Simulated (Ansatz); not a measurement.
Computed with Ansatz on PBE0-D4/def2-TZVP structures; ΔE is electronic, products minus reactants. CBS: MP2 limit from def2 TZ/QZ plus the TZ coupled-cluster correction, frozen cores. This one scheme is used for every species. Functionals use def2-TZVPP. Each species was taken in one conformer, which may not be the lowest.

Consider the ligand exchange at the Al–N bond: `FC[NH][AlH][SH]` + H–F → `[F][AlH][SH]` + `NCF`.

```
          species  ωB97X-V energy (Eh)
`FC[NH][AlH][SH]`           -836.34870
              H–F           -100.45411
   `[F][AlH][SH]`           -741.71410
            `NCF`           -195.12772
```

Question: Work out ΔE.

Answer: ΔE = (-741.71410) + (-195.12772) − (-836.34870) − (-100.45411) = -0.03901 Eh = -102.4 kJ/mol. CCSD(T)/CBS gives -97.4 kJ/mol.

Largest T1 diagnostic among the species: 0.012.

The D4 term adds +7.9 kJ/mol with B3LYP and +4.5 kJ/mol with PBE0; it sums over pairs of atoms, weighted by their polarisabilities, and B3LYP, whose exchange is more repulsive, gets the larger term. In def2-TZVPP, CCSD(T) changes the Hartree–Fock value by +17.0 kJ/mol (the triples alone add +2.5 kJ/mol) and MP2 by +18.0 kJ/mol.

B3LYP here is the variant with VWN-RPA as its local correlation; programs differ in this.
